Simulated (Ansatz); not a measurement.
Born–Oppenheimer molecular dynamics of FH$_{5}$O$_{4}$Si (11 atoms, charge 0, multiplicity 1). It starts at the highest image of a converged band, a first-order saddle point between two minima.

The calculation used Ansatz 0.2.0, RKS PBE/def2-SVP.

```json
{
 "ensemble": "NVE (velocity Verlet)",
 "time step": "0.5 fs",
 "steps asked": "200",
 "starting velocities drawn for": "100 K",
 "seed": "4834"
}
```

Frames 0.5 fs apart, positions in Å.

Velocities at 40 fs (Å/ps):

```
Si 2.33 2.29 -4.07
F -5.92 0.66 7.28
O -0.77 1.20 -2.80
H -2.62 2.78 10.56
O 2.24 -3.01 1.03
H 6.49 2.79 1.96
O 1.26 2.08 1.33
H 8.46 -6.11 2.80
O 0.39 -5.58 -2.43
H -1.20 13.79 -6.30
H -14.02 -4.97 12.79
```

```xyz
11
Properties=species:S:1:pos:R:3 time_fs=40 energy_less_start_eV=-0.116 T=200
Si 0.239 0.251 -0.053
F -0.691 0.187 1.984
O 1.661 0.019 -0.935
H 1.603 -0.699 -1.587
O -0.861 1.262 -0.753
H -1.728 0.844 -0.868
O -0.397 -1.322 -0.037
H -0.962 -1.541 0.724
O 1.073 1.250 1.098
H 2.041 1.151 0.994
H 0.162 0.738 2.060
11
Properties=species:S:1:pos:R:3 time_fs=40.5 energy_less_start_eV=-0.120 T=203
Si 0.240 0.252 -0.055
F -0.694 0.188 1.987
O 1.661 0.019 -0.936
H 1.601 -0.698 -1.582
O -0.860 1.261 -0.752
H -1.725 0.845 -0.867
O -0.396 -1.321 -0.037
H -0.957 -1.544 0.725
O 1.074 1.247 1.097
H 2.040 1.157 0.991
H 0.155 0.735 2.066
11
Properties=species:S:1:pos:R:3 time_fs=41 energy_less_start_eV=-0.122 T=205
Si 0.241 0.253 -0.057
F -0.697 0.188 1.991
O 1.660 0.020 -0.938
H 1.600 -0.697 -1.577
O -0.859 1.259 -0.752
H -1.722 0.846 -0.866
O -0.396 -1.320 -0.036
H -0.953 -1.546 0.727
O 1.074 1.244 1.096
H 2.039 1.164 0.987
H 0.147 0.733 2.072
11
Properties=species:S:1:pos:R:3 time_fs=41.5 energy_less_start_eV=-0.125 T=207
Si 0.242 0.254 -0.059
F -0.700 0.188 1.995
O 1.660 0.021 -0.939
H 1.599 -0.697 -1.573
O -0.858 1.258 -0.751
H -1.721 0.847 -0.866
O -0.395 -1.319 -0.035
H -0.949 -1.549 0.728
O 1.074 1.242 1.095
H 2.038 1.171 0.984
H 0.140 0.730 2.078
11
Properties=species:S:1:pos:R:3 time_fs=42 energy_less_start_eV=-0.128 T=210
Si 0.244 0.255 -0.062
F -0.704 0.189 1.999
O 1.659 0.021 -0.941
H 1.597 -0.699 -1.570
O -0.856 1.257 -0.751
H -1.720 0.847 -0.866
O -0.394 -1.317 -0.035
H -0.944 -1.550 0.731
O 1.074 1.239 1.093
H 2.038 1.178 0.980
H 0.132 0.727 2.083
11
Properties=species:S:1:pos:R:3 time_fs=42.5 energy_less_start_eV=-0.133 T=214
Si 0.245 0.256 -0.064
F -0.707 0.189 2.003
O 1.659 0.022 -0.942
H 1.596 -0.702 -1.569
O -0.855 1.256 -0.751
H -1.720 0.847 -0.866
O -0.393 -1.316 -0.034
H -0.940 -1.552 0.733
O 1.075 1.236 1.093
H 2.038 1.184 0.977
H 0.124 0.725 2.089
11
Properties=species:S:1:pos:R:3 time_fs=43 energy_less_start_eV=-0.139 T=220
Si 0.247 0.257 -0.066
F -0.710 0.189 2.007
O 1.658 0.023 -0.943
H 1.595 -0.706 -1.568
O -0.854 1.255 -0.750
H -1.721 0.846 -0.866
O -0.392 -1.315 -0.033
H -0.936 -1.552 0.735
O 1.075 1.233 1.091
H 2.038 1.190 0.973
H 0.116 0.722 2.094
11
Properties=species:S:1:pos:R:3 time_fs=43.5 energy_less_start_eV=-0.145 T=225
Si 0.248 0.257 -0.068
F -0.714 0.190 2.011
O 1.658 0.024 -0.945
H 1.593 -0.711 -1.568
O -0.853 1.254 -0.750
H -1.723 0.845 -0.867
O -0.391 -1.314 -0.033
H -0.931 -1.553 0.738
O 1.075 1.231 1.091
H 2.038 1.196 0.969
H 0.109 0.720 2.099
11
Properties=species:S:1:pos:R:3 time_fs=44 energy_less_start_eV=-0.151 T=230
Si 0.250 0.258 -0.071
F -0.717 0.190 2.016
O 1.657 0.025 -0.946
H 1.592 -0.717 -1.569
O -0.852 1.253 -0.749
H -1.725 0.844 -0.868
O -0.390 -1.312 -0.032
H -0.927 -1.553 0.741
O 1.075 1.228 1.090
H 2.039 1.202 0.964
H 0.103 0.719 2.104
11
Properties=species:S:1:pos:R:3 time_fs=44.5 energy_less_start_eV=-0.155 T=234
Si 0.252 0.258 -0.073
F -0.721 0.190 2.020
O 1.657 0.026 -0.948
H 1.591 -0.724 -1.570
O -0.851 1.252 -0.749
H -1.727 0.842 -0.869
O -0.389 -1.311 -0.032
H -0.922 -1.552 0.744
O 1.075 1.225 1.089
H 2.039 1.208 0.960
H 0.098 0.718 2.109
11
Properties=species:S:1:pos:R:3 time_fs=45 energy_less_start_eV=-0.159 T=237
Si 0.253 0.259 -0.075
F -0.724 0.191 2.025
O 1.656 0.027 -0.949
H 1.590 -0.729 -1.571
O -0.851 1.252 -0.749
H -1.729 0.841 -0.870
O -0.387 -1.309 -0.031
H -0.918 -1.551 0.748
O 1.075 1.222 1.088
H 2.040 1.213 0.955
H 0.093 0.718 2.113
11
Properties=species:S:1:pos:R:3 time_fs=45.5 energy_less_start_eV=-0.163 T=240
Si 0.255 0.259 -0.077
F -0.728 0.191 2.029
O 1.655 0.027 -0.951
H 1.589 -0.735 -1.571
O -0.850 1.251 -0.749
H -1.730 0.840 -0.871
O -0.386 -1.308 -0.030
H -0.913 -1.550 0.751
O 1.075 1.220 1.088
H 2.041 1.218 0.950
H 0.089 0.719 2.118
```

Of the whole run (100 fs, mean temperature of the second half 526 K): The conserved energy stayed within 0.031 meV per atom of its start (net change 0.026 meV per atom), so the integration is sound. The kinetic energy rose, since the run started high on the potential surface and went downhill. It ends in pieces (FH + H4O4Si), so much of that is their flight and rotation, not heat. A run of 0.1 ps of so small a system gives no equilibrium averages. The orbitals stay closed-shell, which can raise the energy where a bond breaks towards radicals; this wasn't checked here.

Run time: 3.5 min on 4 threads of Arm Neoverse V1 (shared host), peak memory 0.15 GiB.
